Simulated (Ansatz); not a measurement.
Coupled-cluster diagnostics for the cluster Sn5H2, Ansatz.

Geometry of the singlet (PBE-D4/def2-SVP):

Cartesian coordinates in Å:
```
Sn -1.3703 -0.9005 -1.2187
Sn 0.4592 1.1064 0.3994
Sn -0.0971 -1.5093 1.6593
Sn 1.4964 -1.8320 -0.6422
Sn -2.1895 0.5883 1.4428
H 1.9140 1.8125 -0.2379
H -0.2128 0.7345 -1.4027
```

In the def2 sets Sn takes a core potential; there is no spin–orbit coupling. Correlated methods freeze 20 core orbitals; core or outer-core shells of Sn are correlated, in sets that lack core-valence functions. Another isomer (singlet) lies 0.15 eV lower at PBE0-D4/def2-TZVP; other spin states weren't run for this one.

Question: Estimate the CCSD(T) correlation energy, the shares of MP2 and (T), T1 and the reference's ⟨S²⟩ for: charge 0, singlet, own geometry in def2-SVP; and the rough time on 4 threads of Arm Neoverse V1 on a shared host.

Answer: 
```tsv
state	basis	correlation (eV)	MP2 share (%)	(T) share (%)	T1	⟨S²⟩ (pure)	wall time
charge 0, singlet, own geometry	def2-SVP	-16.316	90.3	6.4	0.014	0.00 (0.00)	78 s
```
Customary marks for T1 are 0.02 (closed shells), 0.045 (open shells) and about 0.05 (3d metals). T1 stays under 0.02 throughout.
